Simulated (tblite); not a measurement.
Compound: C6H12Si.
Geometry (GFN2-xTB, Å), atoms numbered from 1 in this order:
```xyz
19
C6H12Si angstrom
C      3.099   -0.010    0.261
C      1.998   -0.192    0.694
C      0.667   -0.431    1.209
C     -0.438   -0.098    0.191
C     -0.275   -0.999   -1.032
C     -1.788   -0.392    0.848
Si    -0.346    1.749   -0.323
H      4.064    0.157   -0.114
H      0.529    0.172    2.112
H      0.592   -1.487    1.497
H     -0.343   -2.051   -0.749
H      0.693   -0.838   -1.503
H     -1.053   -0.797   -1.767
H     -1.847   -1.437    1.156
H     -1.939    0.230    1.729
H     -2.603   -0.199    0.154
H      0.891    2.013   -1.053
H     -0.408    2.572    0.887
H     -1.501    2.047   -1.174
```

Level: GFN2-xTB in tblite, geometry and Hessian alike; calculated harmonic values, unscaled, isolated species. Errors from tens to a few hundred cm⁻¹ against measured bands are possible. Modes of hydrogen on silicon can be 10 to 20 % off. One conformer, not necessarily the lowest.

Harmonic wavenumbers (cm⁻¹): 60.4, 122.2, 127.5, 216.7, 225.7, 245.1, 255.6, 302.4, 330.2, 354.1, 362.2, 469.9, 552.5, 563.4, 605.2, 637.5, 670.4, 773.8, 783.3, 790.7, 886.9, 929.0, 967.4, 978.2, 1022.1, 1038.4, 1130.4, 1175.4, 1210.4, 1250.7, 1309.4, 1413.5, 1428.1, 1456.3, 1500.3, 1506.1, 1512.8, 1515.0, 2249.0, 2250.8, 2291.8, 2297.1, 2910.1, 2943.0, 2985.6, 2990.3, 3016.1, 3020.7, 3028.5, 3031.3, 3397.9.

A = 2747, B = 1646, C = 1356 MHz; mass 112.071 u (most abundant isotopes); point group C1, symmetry number 1.

Problem. Zero-point energy?

Solution. ½Σν̃ = 33546 cm⁻¹ = 95.91 kcal/mol.

Problem. What is S at 273.15 K and 1 bar for an ideal gas of classical rigid rotors and harmonic oscillators?

Solution. Translation 39.65, rotation 28.09, vibration 24.66: S = 92.4 cal/(mol K).

Problem. And Cp and H(273.15 K) − H(0)?

Solution. Cp = 37.34 cal/(mol K), of which vibrations give 29.39 (their classical limit is 51 R = 101.3); H(273.15 K) − H(0) = 6.04 kcal/mol without the zero-point energy, 3.87 from vibrations.

Problem. How do the functions run with temperature in this model?

Solution. 
```
 T (K)  S (cal/(mol K))  Cp (cal/(mol K))  H − H(0) (kcal/mol)  G − H(0) (kcal/mol)  ln q(vib)
    50             56.0              11.5                 0.46                -2.34       0.25
   100             65.9              17.9                 1.19                -5.40       1.08
298.15             95.8              39.9                 7.01               -21.55       5.94
373.15            105.5              46.9                10.26               -29.10       7.91
   500            120.7              57.1                16.89               -43.47      11.24
   750            146.8              71.7                33.12               -77.01      17.54
  1000            168.9              81.7                52.38              -116.55      23.37
```

q(vib) and H(0) count from the zero-point level.

Problem. Which modes carry the vibrational entropy at 273.15 K?

Solution. 60.4 cm⁻¹: 4.27; 122.2 cm⁻¹: 2.90; 127.5 cm⁻¹: 2.82; 216.7 cm⁻¹: 1.83; 225.7 cm⁻¹: 1.76; 245.1 cm⁻¹: 1.61 cal/(mol K); the other 45 give 9.48 together.

Hindered rotation and anharmonicity are outside this model. Other conformers, if any are populated, would add a mixing term that is left out. The structure is chiral; the term R ln 2 for an equal mix with its mirror image is left out.
